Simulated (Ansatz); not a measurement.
Cost and result up the ladder for GaMe2(OMe) (C₃H₉GaO) (14 atoms). Total charge 0; singlet. Geometry: r2SCAN-D4/def2-SVP.

Cartesian coordinates in Å:
```
C 0.8145 -1.6237 0.4981
C -2.1637 -0.4435 -1.0967
C 1.2488 1.8903 0.5576
Ga -0.4331 -0.2819 -0.2080
O 0.0601 1.4378 -0.0253
H 0.4465 -2.6480 0.3366
H 0.9666 -1.4778 1.5801
H 1.8005 -1.5293 0.0148
H -2.0545 -0.9435 -2.0734
H -2.5951 0.5551 -1.2613
H -2.8688 -1.0442 -0.4996
H 1.8989 1.0744 0.9368
H 1.0341 2.5617 1.4114
H 1.8452 2.4726 -0.1711
```

Ansatz on 4 threads of Arm Neoverse V2 on a shared host. Times are rough, and most runs start from the orbitals of an earlier one. CAM-B3LYP-D4/def2-TZVP serves as the yardstick here, not as an exact answer. Differences are given only for rows in sets of like size (and for xTB, whose basis is part of the method), since another set adds its own error. Binding counts from free atoms at the same level (C triplet, Ga doublet, O triplet, H doublet; other spins of the atoms weren't run), without zero-point energy or a counterpoise term.

HSE06 is defined as in plane-wave codes, on full-range PBE exchange. Correlated methods freeze 13 core orbitals; core or outer-core shells of Ga are correlated, in sets that lack core-valence functions. The rows differ in basis, and correlated rows in double-zeta sets carry the largest basis error.

Correlated methods converge slowly with the basis, most of all in double-zeta sets.

| level | functions | binding energy per atom (eV) | difference from CAM-B3LYP-D4/def2-TZVP (eV) |
| --- | --- | --- | --- |
| LDA (SPW92)/def2-TZVP | 226 | 4.28 | 0.50 |
| CAM-B3LYP-D4/def2-TZVP | 226 | 3.79 | 0.00 |
| PBE-D4/def2-SVP | 133 | 3.85 | – |
| CCSD(T)/def2-SVP | 133 | 3.61 | – |
| HSE06-D4/def2-TZVP | 226 | 3.78 | -0.01 |
| r2SCAN-D4/def2-TZVP | 226 | 3.78 | 0.00 |
| PBE-D4/def2-TZVP (with forces) | 226 | 3.82 | 0.04 |
| PBE0-D4/def2-SVP | 133 | 3.80 | – |
| MP2/def2-TZVP | 226 | 3.70 | -0.09 |
| PBE0-D4/def2-TZVP | 226 | 3.77 | -0.01 |

(1) Estimate how long each takes.

Results:

(1) LDA (SPW92)/def2-TZVP 1.5 s; PBE-D4/def2-SVP 1.5 s; PBE0-D4/def2-SVP 2 s; PBE-D4/def2-TZVP (with forces) 3.1 s; MP2/def2-TZVP 3.7 s; PBE0-D4/def2-TZVP 4 s; HSE06-D4/def2-TZVP 4 s; CAM-B3LYP-D4/def2-TZVP 4.4 s; r2SCAN-D4/def2-TZVP 5.5 s; CCSD(T)/def2-SVP 22 s. On shared hardware such times vary by a factor of up to 3.
